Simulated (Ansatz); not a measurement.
Breaking a bond: SiC, triplet.

UKS-PBE = unrestricted PBE/cc-pVDZ (Ansatz, a first-principles code); UKS-CAM-B3LYP = unrestricted CAM-B3LYP/cc-pVDZ in Ansatz; FCI = Ansatz with full CI/cc-pVDZ, frozen core.

Energies relative to the lowest point of each curve near equilibrium, in kJ/mol; the last columns give the error against full CI:

| R / Å | UKS-PBE | UKS-CAM-B3LYP | FCI | UKS-PBE − FCI | UKS-CAM-B3LYP − FCI |
|---|---|---|---|---|---|
| 1.27 | 710.1 | 669.2 | 742.0 | -31.9 | -72.9 |
| 1.37 | 365.0 | 333.3 | 386.7 | -21.7 | -53.4 |
| 1.46 | 178.4 | 155.2 | 193.2 | -14.8 | -38.0 |
| 1.56 | 62.7 | 48.8 | 71.7 | -8.9 | -22.9 |
| 1.58 | 48.1 | 36.0 | 56.0 | -7.9 | -20.0 |
| 1.68 | 5.6 | 2.3 | 9.1 | -3.6 | -6.8 |
| 1.71 | 0.8 | 0.0 | 3.2 | -2.4 | -3.2 |
| 1.78 | 0.0 | 4.6 | 0.0 | 0.0 | 4.6 |
| 1.81 | 3.3 | 9.8 | 2.2 | 1.0 | 7.6 |
| 1.87 | 14.7 | 24.4 | 11.7 | 3.0 | 12.8 |
| 1.95 | 37.2 | 48.0 | 31.7 | 5.5 | 16.3 |
| 2.10 | 77.8 | 95.7 | 81.8 | -4.0 | 13.9 |

UKS-PBE is furthest from FCI at 1.27 (-31.9 kJ/mol, below); its mean absolute error over the points is 8.7 kJ/mol.

UKS-CAM-B3LYP is furthest from FCI at 1.27 (-72.9 kJ/mol, below); its mean absolute error over the points is 22.7 kJ/mol.

The scan ran from 1.27 to 6.94 Å; beyond the distances shown full CI changes its symmetry label. The unrestricted determinant behind UKS-CAM-B3LYP is spin-contaminated at 1.81 to 1.87 Å (<S²> up to 2.2, against 2.00 for a pure triplet).
